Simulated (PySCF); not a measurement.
Job file and geometry (Å, from GFN2-xTB) of an NMR shielding run on `CNB(CC)NC=O`, C4H11BN2O, PySCF, GIAO PBE0/pcSseg-1 NMR shielding, non-relativistic, gas phase; density fitting, a coarse starting grid and PySCF grid level 2 are the driver's defaults:

```
$ OMP_NUM_THREADS=1 python probes_run.py task.json out

{"job": {"kind": "nmr", "xc": "PBE0", "basis": "pcSseg-1"}, "charge": 0, "multiplicity": 1}
C     -2.032831    -1.379408    -0.180034
C     -1.364472    -0.160654     0.464927
B      0.194866    -0.005889     0.147958
N      0.827962     1.185686    -0.138023
C      0.310557     2.527311    -0.236832
N      1.018499    -1.216686     0.191356
C      2.344826    -1.317099    -0.020649
O      3.098552    -0.409634    -0.291957
H     -1.622212    -2.310350     0.206653
H     -3.102878    -1.382785     0.021645
H     -1.891218    -1.366306    -1.258585
H     -1.504799    -0.227466     1.547950
H     -1.914875     0.725908     0.147161
H      1.828152     1.136542    -0.302051
H     -0.767371     2.527991    -0.090878
H      0.530828     2.950787    -1.220526
H      0.763424     3.172093     0.521809
H      0.551804    -2.084805     0.404620
H      2.721383    -2.355985     0.077993
```

**Question.** What does the program print?

**Answer.** 
```
coarse grid: 15464 points
cycle   1  E = -368.0475531254  dE =  1.049e+00  |g| = 8.661e-01  |ddm| = 3.668e+00
cycle   2  E = -367.6313202893  dE =  4.162e-01  |g| = 1.690e+00  |ddm| = 2.046e+00
cycle   3  E = -368.1900035640  dE = -5.587e-01  |g| = 2.524e-01  |ddm| = 1.574e+00
cycle   4  E = -368.2030889420  dE = -1.309e-02  |g| = 7.888e-02  |ddm| = 2.362e-01
cycle   5  E = -368.2043019585  dE = -1.213e-03  |g| = 1.989e-02  |ddm| = 5.645e-02
cycle   6  E = -368.2043835961  dE = -8.164e-05  |g| = 5.421e-03  |ddm| = 1.505e-02
cycle   7  E = -368.2043896997  dE = -6.104e-06  |g| = 1.262e-03  |ddm| = 4.196e-03
final grid: 148328 points
cycle   8  E = -368.2547827030  dE = -2.794e-05  |g| = 1.468e-02  |ddm| = 3.077e-02
cycle   9  E = -368.2546910835  dE =  9.162e-05  |g| = 2.641e-02  |ddm| = 2.651e-02
cycle  10  E = -368.2548250174  dE = -1.339e-04  |g| = 3.351e-03  |ddm| = 1.833e-02
cycle  11  E = -368.2548274087  dE = -2.391e-06  |g| = 2.802e-04  |ddm| = 2.401e-03
cycle  12  E = -368.2548274203  dE = -1.161e-08  |g| = 1.778e-04  |ddm| = 2.920e-04
cycle  13  E = -368.2548274266  dE = -6.310e-09  |g| = 3.841e-05  |ddm| = 1.252e-04
cycle  14  E = -368.2548274269  dE = -3.207e-10  |g| = 1.229e-05  |ddm| = 3.913e-05
converged SCF energy = -368.2548274269

GIAO shielding tensors (ppm)
atom      isotropic    diamagn.    paramagn.     s11        s22        s33       span
  0 C      175.965     247.806     -71.841    168.976    172.398    186.522     17.546
  1 C      180.173     253.493     -73.320    174.525    176.057    189.936     15.411
  2 B       72.022     196.380    -124.358     33.186     80.127    102.753     69.567
  3 N      164.246     325.213    -160.968     69.413    200.691    222.633    153.221
  4 C      155.566     243.551     -87.985    133.402    148.748    184.548     51.146
  5 N      110.226     330.250    -220.024    -36.720    179.138    188.260    224.981
  6 C       18.641     242.697    -224.056    -76.193     41.401     90.715    166.908
  7 O     -106.322     402.770    -509.092   -418.256   -218.562    317.853    736.109
  8 H       31.016      31.586      -0.570     26.348     30.009     36.692     10.344
  9 H       30.370      28.828       1.542     25.357     27.973     37.780     12.424
 10 H       30.947      31.258      -0.311     26.708     28.961     37.173     10.464
 11 H       31.182      32.828      -1.646     26.595     29.441     37.510     10.915
 12 H       30.551      34.133      -3.581     24.877     30.541     36.236     11.358
 13 H       24.654      35.095     -10.441     12.856     26.847     34.259     21.403
 14 H       28.659      30.656      -1.997     23.773     29.751     32.452      8.678
 15 H       28.784      28.321       0.463     23.911     26.647     35.794     11.883
 16 H       28.785      27.971       0.814     23.839     26.644     35.872     12.033
 17 H       26.309      35.695      -9.386     22.161     27.157     29.609      7.449
 18 H       23.157      25.341      -2.184     18.528     23.715     27.228      8.700
```

Size and cost of the density-fitted run: 191 basis functions, 32 s wall time on 1 thread of an Arm Neoverse V1, shared host; peak memory 0.85 GiB.
